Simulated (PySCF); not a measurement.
A structure optimised at B3LYP-D3(BJ)/def2-SVP, used in a PySCF frequency run:

```
Mo
S 1 2.1048
S 1 2.1048 2 107.97
Cl 1 2.2616 2 109.25 3 118.71
Br 1 2.4058 2 108.72 3 -117.79
```

Problem. Write its SMILES, formula and point group.

Solution. [S]=[Mo](=[S])([Cl])[Br], BrClMoS2, Cs

Problem. What are its rotational constants (standard atomic weights)?

Solution. 1.2432, 0.76968, 0.73094 GHz
